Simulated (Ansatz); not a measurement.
Geometry optimisation, RKS PBE/def2-SVP (Ansatz).

input.yaml

```yaml
crystal:
  periodic: [false, false, false]
  atoms:
    - { symbol: O, position_ang: [-1.44338, 0.44309, -0.72803] }
    - { symbol: C, position_ang: [-0.28536, -0.31808, -0.61526] }
    - { symbol: Si, position_ang: [1.01889, 0.25583, 0.49722] }
    - { symbol: S, position_ang: [-0.05829, -1.46311, -1.81855] }
    - { symbol: H, position_ang: [-1.47874, 1.03167, 0.03589] }
    - { symbol: H, position_ang: [0.93286, 1.73272, 0.54148] }
    - { symbol: H, position_ang: [2.35348, -0.11859, 0.062] }
total_charge: -1
basis:
  gaussian: { orbitals: def2-SVP }
hamiltonian:
  xc: pbe
relax:
  f_tol: 0.015
  max_steps: 40
```

Command:

```bash
$ ansatz run input.yaml --threads 1 --pin off --max-ram 2048MiB --backend cpu --events-out ev --progress --plain --runs-dir out
```

Q: Where does it end, and by what steps?

A: The forces met the threshold. Limits of this set-up: an anion without diffuse functions, the dipole of an ion depends on the origin. After 12 steps the energy has fallen by 0.579 eV; H5 moved furthest, 0.49 Å.

```csv
step,energy less start (eV),largest force component (eV/Å),accepted
0,0.0000,2.230,yes
1,-0.3904,1.173,yes
2,-0.4673,0.898,yes
3,-0.5159,0.753,yes
4,-0.5363,0.627,yes
5,-0.5590,0.566,yes
6,-0.5670,0.519,yes
7,-0.5744,0.331,yes
8,-0.5708,0.334,no
9,-0.5783,0.076,yes
10,-0.5786,0.040,yes
11,-0.5785,0.028,no
12,-0.5788,0.012,yes
```

```xyz
7
Properties=species:S:1:pos:R:3
O -1.336 0.483 -0.729
C -0.237 -0.344 -0.709
Si 1.031 0.046 0.700
S -0.252 -1.665 -1.735
H -1.062 1.217 -0.130
H 0.611 1.570 0.752
H 2.285 0.258 -0.174
```

The run took 34 s on 1 CPU thread of a shared host.
